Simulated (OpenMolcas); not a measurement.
Tc4+ with 6 ligands (chloride) in octahedral coordination (Oh). A charge of +0.333 e stands 2.8 Å behind each ligand. Ligand basis ANO-RCC-VDZP.

* Program: OpenMolcas
* Method: SS-CASPT2, IPEA 0.25 Eh, imaginary shift 0.1 Eh (closed shells correlated: 4s 4p and the ligand valence shells)
* Basis: ANO-RCC-VTZP [7s6p4d2f1g]
* Scalar Hamiltonian: DKH2, point nucleus
* Active space: 3 electrons in 5 orbitals (4d)
* State averaging: 2S+1 = 4 even, 10 roots; 2S+1 = 2 even, 40 roots
* Spin-orbit coupling: RASSI with atomic mean-field integrals over the reference wave functions

All ligands move together. At R = 2.38 Å the first state of the same spin is 27170 cm-1, and at R = 2.46 Å it is 24970 cm-1.

Task: A third run gives 26290 cm-1. What distance was it run at?

Result: With a power law R^-n the two known points give n = -ln(24970 / 27170) / ln(2.46 / 2.38) = 2.55. Then R = 2.38 × (27170 / 26290)^(1/2.55) = 2.411 Å. The run was at 2.41 Å, so the estimate is off by +0.001 Å.

Roots that are degenerate in the reference are averaged as groups; the widest CASPT2 spread within a group is 700 cm-1 (the 3-fold group of multiplicity 2 near 67300 cm-1 above the lowest state of its run, R = 2.46). Shifts and gaps below about the spread of the groups concerned are not significant. Over all roots computed the reference weight is 0.62 to 0.63 in R = 2.38, 0.62 to 0.63 in R = 2.41, 0.62 to 0.63 in R = 2.46; a low but even weight reflects the number of correlated electrons. Ligand-to-metal charge-transfer states are missing. These CASPT2 states fit no ligand-field parameters well, so their order and spin gaps are uncertain. With no ligand orbital active B as a rule stays too high, so bands that hang on it stand too high and its fall with covalency is understated. With one d shell and no ligand orbital active, 10Dq can be off by a tenth or more. The least metal-like active orbital is 69 % on the metal (Löwdin) and no ligand orbital is active, so the numbers are rough (holds for R = 2.38; R = 2.41). The least metal-like active orbital is 70 % on the metal (Löwdin) and no ligand orbital is active, so the numbers are rough (holds for R = 2.46). No measured value stands beside these numbers; the geometry is a model, was not optimised and need not be the one that this ion takes.
